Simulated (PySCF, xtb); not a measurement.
Sb(Br)(SiH3)2 (BrH6SbSi2), SMILES [Sb]([SiH3])([SiH3])[Br].

Harmonic wavenumbers (cm⁻¹) from GFN2-xTB in xtb at its own minimum, in rising order: 57, 65, 72, 76, 88, 213, 279, 282, 388, 396, 402, 416, 725, 758, 773, 783, 787, 797, 2253, 2265, 2273, 2285, 2285, 2292.

What does PySCF with PBE-D3(BJ)/def2-SVP give at its own minimum? (The exact figures need the calculation; the answer reports its results.)

67, 68, 94, 95, 128, 232, 290, 292, 453, 477, 483, 520, 798, 833, 891, 895, 897, 901, 2139, 2142, 2168, 2169, 2178, 2182. Paired by order, the mean absolute difference is 72 cm⁻¹ and the zero-point energies are 30.0 and 30.6 kcal/mol.
